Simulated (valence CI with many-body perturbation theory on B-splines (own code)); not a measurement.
**Te²⁰⁺ in brief**

Level of theory: valence CI with perturbative core correlation (CI+MBPT): four valence electrons over a frozen Dirac-Fock core [Ar] 3d10, a basis of 11 s, 11 p, 9 d, 7 f, 5 g, 2 h, 1 i functions for each j, with the one-electron correlation potential Σ1, the two-electron term Σ2, the three-electron term Σ3, Breit, model QED; selected CI, second order for the rest (own B-spline code, finite nucleus).

No measured spectrum was set against this ion. As an estimate, levels hold to about 250 cm⁻¹ or 0.2 % of their energy and the worst to 1 %, as in measured heavy ions of charge 2 to 7; those with d or f electrons hold less well.

Levels are named by their leading jj configuration (3d3/2^4 stands for four electrons in 3d with j = 3/2), which in mixed levels can hold well under half, so a name can repeat and another be missing.

Rates and lifetimes use the calculated energies. Strong lines usually hold to 10 to 20 %, long lifetimes can be off by a factor of two.

Problem. What is the ground level?

Solution. (4s^2 4p1/2^2) J=0, composition 78 % 4s2 4p2 3P + 20 % 4s2 4p2 1S.

Problem. What is the ionisation energy?

Solution. 600.58 eV; NIST lists 599 ± 4 eV (theoretical).

Problem. Among levels below 1371000 cm⁻¹, which E1 lines absorb most strongly from the ground level?

Solution. to (4s^2 4p1/2 4d3/2) J=1 at 12.39 nm, f = 1.59; to (4s 4p1/2^2 4p3/2) J=1 at 19.50 nm, f = 0.362; to (4s 4p1/2 4p3/2^2) J=1 at 14.92 nm, f = 0.180.

Problem. Where does the other parity begin?

Solution. At (4s 4p1/2^2 4p3/2) J=2, 443940 cm⁻¹.

Problem. What are the static dipole polarisabilities of the lowest levels?

Solution. (4s^2 4p1/2^2) J=0 0.242; (4s^2 4p1/2 4p3/2) J=1 0.256 (tensor 0.0099); (4s^2 4p1/2 4p3/2) J=2 0.255 (tensor 0.012); (4s^2 4p3/2^2) J=2 0.266 (tensor 0.0092) bohr³, of which the core gives 0.0145.
